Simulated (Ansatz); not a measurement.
Relaxed structures of CH$_{2}$SiTe, closed shell (PBE0-D4/def2-TZVP; forces vanish, vibrations not checked; lower isomers may exist, and structures with a doubtful reference or unclear bonds are left out; Å). Program: Ansatz 0.2.0. Basis: def2-TZVPP. Cores are frozen in the correlated methods. Filled d shells of the heavier atoms are correlated. Core potentials replace the inner electrons of the atoms past krypton. The def2 sets are not built for correlating such inner shells, so the correlated values are less sure here.

Q: Rank them by CCSD(T) energy, lowest first, and give each one's height above the lowest. Links in brackets join atoms within 1.22 times the sum of their covalent radii (1.1 for two metals). (An estimate is asked for; the value comes from the calculation.)
A.
CH₂SiTe ([CH]1[Si][TeH]1)
```
5
angstrom
Si -0.6954 -0.4270 -0.9577
C -0.6068 -0.2150 0.7390
Te 1.1450 0.9361 0.4043
H -0.9574 -0.3422 1.7522
H 2.3232 -0.2481 0.5775
```
B.
CH₂SiTe ([CH]1[SiH][Te]1)
```
5
angstrom
Si -1.2878 -0.9033 -0.1550
C -0.4702 0.6287 0.3977
Te 1.2396 -0.3569 0.7083
H -1.1891 -0.5273 -1.6310
H -0.5981 1.6909 0.5791
```
C.
CH₂SiTe ([Si][C][TeH2])
```
5
angstrom
Si -1.5295 -0.9971 -0.3173
C -0.2514 -0.1957 0.3495
Te 1.0684 1.1399 0.8689
H 1.2369 0.9297 2.5429
H 2.5542 0.3363 0.7226
```

A: By the calculation: A (0.000 eV), B (0.481 eV), C (2.428 eV). Heights count from the lowest.

T1 diagnostic: at most 0.026. The T1 diagnostic is large here, which may signal multireference character or strong orbital relaxation, so CCSD(T) is less sure. The restricted Hartree–Fock reference is unstable towards an unrestricted one at one or more of these structures.

For scale, one of the runs: CCSD(T)/def2-TZVPP, 151 basis functions, launched by `ansatz run in.yaml --threads 2 --pin off --events-out ev --progress --plain --max-ram 4352MiB`. Time: 28 s of wall clock on 2 CPU threads of an Arm Neoverse V2; the host was shared. Peak host memory: 1.1 GiB.
